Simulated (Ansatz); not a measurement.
A made-up structure of B₂H₄Se, singlet:

| atom | x (Å) | y (Å) | z (Å) |
| --- | --- | --- | --- |
| B1 | -0.8873 | 0.3524 | -0.5225 |
| B2 | 0.1042 | 0.2010 | 0.7772 |
| Se3 | 1.7306 | -0.8035 | 0.6758 |
| H4 | -1.7607 | -0.4387 | -0.7452 |
| H5 | -0.7573 | 1.2432 | -1.3147 |
| H6 | -0.0731 | 0.6739 | 1.8612 |
| H7 | -0.4265 | 0.1274 | 1.7947 |

It is relaxed with PBE-D4/def2-SVP and then PBE0-D4/def2-TZVP (Ansatz 0.2.0). Atoms count as bonded within 1.22 times the sum of their covalent radii (H–H: 0.88 Å). The end point is not checked to be a true minimum.

Does its bonding change? (Judge from chemistry; the calculation decides.)

Computed: Yes. Formed: B1–H6, B1–H7; broken: B2–H6, B2–H7.

Where it ends: The first stage lowers the energy by 3.16 eV in 33 steps. It ends as B₂H₄Se ([Se][B][BH2]1[H][H]1):
```
7
angstrom
B -0.7689 0.4213 0.1250
B 0.6578 -0.4421 0.1264
Se 2.1370 -1.3528 0.0658
H -1.7345 -0.2717 -0.0258
H -0.6835 1.4642 -0.4587
H -0.4703 0.5639 1.4219
H -1.2076 0.9728 1.2718
```

Labels in which every atom is bracketed show which atoms are joined, not bond orders.

For scale, one of the runs: PBE0-D4/def2-TZVP relaxation, 134 basis functions, launched by `ansatz run in.yaml --threads 2 --pin off --events-out ev --progress --plain --max-ram 4352MiB`. The run took about 19 s on 2 CPU threads of an Intel Xeon Platinum 8259CL (shared host).
